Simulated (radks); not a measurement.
Problem. These are the eigenvalues of the occupied orbitals of an atom or ion with whole-number occupations (Ry). Calculated with a radial shooting solver on a logarithmic mesh with Libxc functionals: Dirac Kohn-Sham, PBEsol, spin-unpolarised, spherical densities, finite nucleus; Fermi nuclear charge, rms radius of each element as measured or else 0.836 A^(1/3) + 0.57 fm.

orbital  eigenvalue
1s1/2     -3677.825
2s1/2     -608.0482
2p1/2     -577.5505
2p3/2     -526.4372
3s1/2     -135.7500
3p1/2     -122.5142
3p3/2     -112.0313
3d3/2     -89.13442
3d5/2     -86.84953
4s1/2     -28.34247
4p1/2     -23.18927
4p3/2     -20.85331
4d3/2     -12.35425
4d5/2     -11.93183
5s1/2      -4.86330
5p1/2      -3.42026
5p3/2      -3.08482
4f5/2      -1.92617
4f7/2      -1.86968
5d3/2      -1.23287

Which element is it, and in what charge state? The configuration may be excited. Open shells, if any, fill j = l - 1/2 first.

Solution. Z = 64, gadolinium, charge +2: Gd2+ in [Kr] 4d10 4f7 5s1 5p6 5d2. The list shows which subshells hold electrons but not how many an open one holds; the 1s level, -1838.9 hartree, gives Z - s = 60.6 by -(Z - s)^2/2, which with screening and relativity narrows Z to a few neighbours, and the depths of the outer levels then fix element, charge and occupations together.
